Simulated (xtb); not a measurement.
xtb input (GFN1-xTB):

```bash
xtb mol.xyz --gfn 1 --sp --chrg 0 --uhf 0
```
mol.xyz:
```
15

N      1.81267979     1.38735792     0.21559423
C      1.51129192     0.20440755    -0.59614554
Ge     0.01007893    -0.80741868     0.20802107
C     -1.51923045     0.43154383     0.43230082
N     -1.84332572     1.06767278    -0.84810142
H      2.59485457     1.90762798    -0.16489171
H      1.02484709     2.02199506     0.25670404
H      1.27412101     0.41500438    -1.64793528
H      2.38302026    -0.45210745    -0.59459855
H      0.42997317    -1.36324733     1.58379970
H     -0.38838440    -1.96840911    -0.72544113
H     -2.37532676    -0.16421453     0.75338601
H     -1.29340178     1.12956900     1.24999575
H     -1.07033113     1.62171020    -1.19545799
H     -2.63974529     1.68854644    -0.76161653
```

End of the output:

```
         :::::::::::::::::::::::::::::::::::::::::::::::::::::
         ::                     SUMMARY                     ::
         :::::::::::::::::::::::::::::::::::::::::::::::::::::
         :: total energy             -17.666454338401 Eh    ::
         :: gradient norm              0.026004128390 Eh/a0 ::
         :: HOMO-LUMO gap              5.600244723427 eV    ::
         ::.................................................::
         :: SCC energy               -17.840218601633 Eh    ::
         :: -> electrostatic           0.049229921208 Eh    ::
         :: repulsion energy           0.179047795778 Eh    ::
         :: dispersion energy         -0.005283532546 Eh    ::
         :: halogen bond corr.         0.000000000000 Eh    ::
         :: add. restraining           0.000000000000 Eh    ::
         :: total charge               0.000000000000 e     ::
         :::::::::::::::::::::::::::::::::::::::::::::::::::::

           -------------------------------------------------
          |                Property Printout                |
           -------------------------------------------------

    * Orbital Energies and Occupations

         #    Occupation            Energy/Eh            Energy/eV
      -------------------------------------------------------------
         1        2.0000           -0.7526287             -20.4801
       ...           ...                  ...                  ...
         4        2.0000           -0.6157260             -16.7548
         5        2.0000           -0.5990283             -16.3004
         6        2.0000           -0.5596508             -15.2289
         7        2.0000           -0.5515665             -15.0089
         8        2.0000           -0.5415971             -14.7376
         9        2.0000           -0.5388270             -14.6622
        10        2.0000           -0.5119932             -13.9320
        11        2.0000           -0.5055394             -13.7564
        12        2.0000           -0.4691583             -12.7664
        13        2.0000           -0.4515782             -12.2881
        14        2.0000           -0.4355076             -11.8508
        15        2.0000           -0.4075648             -11.0904
        16        2.0000           -0.4048189             -11.0157 (HOMO)
        17                         -0.1990137              -5.4154 (LUMO)
        18                         -0.1875081              -5.1024
        19                         -0.1783347              -4.8527
        20                         -0.1733316              -4.7166
        21                         -0.1589649              -4.3257
        22                         -0.1230006              -3.3470
        23                         -0.1043311              -2.8390
        24                         -0.0807530              -2.1974
        25                         -0.0783860              -2.1330
        26                         -0.0606716              -1.6510
        27                         -0.0462946              -1.2597
       ...                                ...                  ...
        45                          0.5909887              16.0816
      -------------------------------------------------------------
                  HL-Gap            0.2058052 Eh            5.6002 eV
             Fermi-level           -0.3019163 Eh           -8.2156 eV

  Mulliken/CM5 charges         n(s)   n(p)   n(d)
     1N    -0.46860 -0.91857   1.459  4.009  0.000
     2C     0.02060 -0.01861   1.028  2.951  0.000
     3Ge    0.11668 -0.03273   1.451  2.122  0.310
     4C     0.02060 -0.01861   1.028  2.951  0.000
     5N    -0.46860 -0.91857   1.459  4.009  0.000
     6H     0.19331  0.37984   0.807  0.000  0.000
     7H     0.18819  0.37764   0.812  0.000  0.000
     8H     0.02374  0.08643   0.976  0.000  0.000
     9H     0.03493  0.10035   0.965  0.000  0.000
    10H    -0.05050  0.00927   1.050  0.000  0.000
    11H    -0.05050  0.00927   1.050  0.000  0.000
    12H     0.03493  0.10035   0.965  0.000  0.000
    13H     0.02374  0.08643   0.976  0.000  0.000
    14H     0.18819  0.37764   0.812  0.000  0.000
    15H     0.19331  0.37984   0.807  0.000  0.000

Wiberg/Mayer (AO) data.
largest (>0.10) Wiberg bond orders for each atom

 ---------------------------------------------------------------------------
     #   Z sym  total        # sym  WBO       # sym  WBO       # sym  WBO
 ---------------------------------------------------------------------------
     1   7 N    3.020 --     2 C    1.000     7 H    0.961     6 H    0.956
     2   6 C    3.958 --     1 N    1.000     9 H    0.953     3 Ge   0.951
                             8 H    0.942
     3  32 Ge   4.011 --     2 C    0.951     4 C    0.951    11 H    0.903
                            10 H    0.903
     4   6 C    3.958 --     5 N    1.000    12 H    0.953     3 Ge   0.951
                            13 H    0.942
     5   7 N    3.020 --     4 C    1.000    14 H    0.961    15 H    0.956
     6   1 H    0.974 --     1 N    0.956
     7   1 H    0.973 --     1 N    0.961
     8   1 H    1.003 --     2 C    0.942
     9   1 H    1.008 --     2 C    0.953
    10   1 H    0.996 --     3 Ge   0.903
    11   1 H    0.996 --     3 Ge   0.903
    12   1 H    1.008 --     4 C    0.953
    13   1 H    1.003 --     4 C    0.942
    14   1 H    0.973 --     5 N    0.961
    15   1 H    0.974 --     5 N    0.956
 ---------------------------------------------------------------------------

Topologies differ in total number of bonds
Writing topology from bond orders to xtbtopo.mol

 dipole moment from electron density (au)
     X       Y       Z
  -0.0191   1.5306  -0.3944  total (Debye):    4.018

           -------------------------------------------------
          | TOTAL ENERGY              -17.666454338401 Eh   |
          | GRADIENT NORM               0.026004128390 Eh/α |
          | HOMO-LUMO GAP               5.600244723427 eV   |
           -------------------------------------------------

------------------------------------------------------------------------
------------------------------------------------------------------------
 total:
Note: The following floating-point exceptions are signalling: IEEE_DENORMAL
normal termination of xtb
 SCF:
```
